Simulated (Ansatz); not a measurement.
Ansatz (a quantum-chemistry and plane-wave program) input (CCSD(T)/def2-SVPD):

Ansatz 0.2 input:
```yaml
crystal:
  periodic: [false, false, false]
  atoms:
    - {symbol: Sr, position_ang: [-0.00000000, -0.00000000, -0.42582728]}
    - {symbol: O, position_ang: [0.00000000, 0.00000000, 1.69169827]}
    - {symbol: H, position_ang: [0.00000000, 0.00000000, 2.64785055]}
basis:
  gaussian:
    orbitals: def2-SVPD
magnetization: {spin_polarized: true, initial_magnetization: 1}
correlation: {method: ccsd_t, electrons: outside_noble_gas}
output: {forces: true}
```

End of the output:

```
mean field evaluation 1: about -2873.6793 eV, gradient 3.3e1 eV
mean field evaluation 2: about -2873.7623 eV, gradient 3.3e1 eV
mean field evaluation 4: about -2878.3398 eV, gradient 1.7e0 eV
mean field evaluation 8: about -2878.4147 eV, gradient 3.4e-1 eV
mean field evaluation 16: about -2878.4207 eV, gradient 3.4e-6 eV
mean field evaluation 32: about -2874.4006 eV, gradient 6.2e-4 eV
mean field evaluation 64: about -2876.7280 eV, gradient 1.7e-1 eV
mean field evaluation 96: about -2872.8686 eV, gradient 2.5e0 eV
mean field evaluation 128: about -2874.9006 eV, gradient 7.0e-2 eV
mean field evaluation 160: about -2872.0159 eV, gradient 1.4e1 eV
mean field evaluation 192: about -2872.1366 eV, gradient 1.1e1 eV
mean field evaluation 224: about -2874.4006 eV, gradient 7.4e-4 eV
mean field evaluation 256: about -2873.7435 eV, gradient 1.0e-2 eV
mean field evaluation 288: about -2873.6993 eV, gradient 3.0e-2 eV
mean field evaluation 320: about -2873.4301 eV, gradient 4.3e-1 eV
mean field evaluation 352: about -2873.4661 eV, gradient 4.5e-3 eV
mean field evaluation 384: about -2876.7309 eV, gradient 4.1e-3 eV
mean field -2878.42068469 eV, -105.7800090989 hartree, gradient 3.4e-6 eV, S^2 0.750388; 5 other end points of the search recorded, 0 dependent functions left out
determinant -2878.42068469 eV, -105.7800090989 hartree, with singles and doubles -2884.60253892 eV, -106.0071880516 hartree
determinant -2876.73088958 eV, -105.7179102738 hartree, with singles and doubles -2882.89650829 eV, -105.9444925822 hartree
determinant -2876.39969651 eV, -105.7057391532 hartree, with singles and doubles -2882.63179691 eV, -105.9347646184 hartree
5 core orbitals not correlated, not the lowest: weight in the atoms' cores, before any rotation towards them, 0.795 or more for the frozen orbitals, at most 0.188 for the correlated occupied ones
reference -2878.42068469 eV, -105.7800090989 hartree; 5, 4 occupied and 47, 48 virtual orbitals, 560 factors
densities: 0.21 GiB planned
second order -6.13647230 eV of doubles, -0.00000000 eV of singles
coupled cluster: 0.16 GiB planned
cycle   1  -6.17684174 eV  change   -1.2e-1 eV  update   1.7e-2
cycle   2  -6.18694468 eV  change   -1.0e-2 eV  update   6.0e-3
cycle   3  -6.18718553 eV  change   -2.4e-4 eV  update   3.8e-3
cycle   4  -6.18785292 eV  change   -6.7e-4 eV  update   1.5e-3
cycle   5  -6.18802008 eV  change   -1.7e-4 eV  update   6.9e-4
cycle   6  -6.18802400 eV  change   -3.9e-6 eV  update   2.8e-4
cycle   7  -6.18807917 eV  change   -5.5e-5 eV  update   1.2e-4
cycle   8  -6.18807452 eV  change    4.6e-6 eV  update   4.2e-5
cycle   9  -6.18806660 eV  change    7.9e-6 eV  update   1.6e-5
cycle  10  -6.18806642 eV  change    1.9e-7 eV  update   5.7e-6
cycle  11  -6.18806609 eV  change    3.3e-7 eV  update   2.1e-6
cycle  12  -6.18806604 eV  change    4.5e-8 eV  update   7.8e-7
perturbative correction -0.17527244 eV, -0.0064411433 hartree
the calculation of the forces begins
Total energy: -2884.78402318 eV, -106.0138574749 hartree
Atom 0 at    -0.000000    -0.000000    -0.425827 Å, force    -0.000000     0.000000    -1.353185 eV/Å
Atom 1 at     0.000000     0.000000     1.691698 Å, force     0.000000     0.000000     1.198852 eV/Å
Atom 2 at     0.000000     0.000000     2.647851 Å, force    -0.000000    -0.000000     0.154333 eV/Å
Dipole moment:     0.000000    -0.000000    -0.250596 e Å
```

It need not be the lowest isomer of its formula.
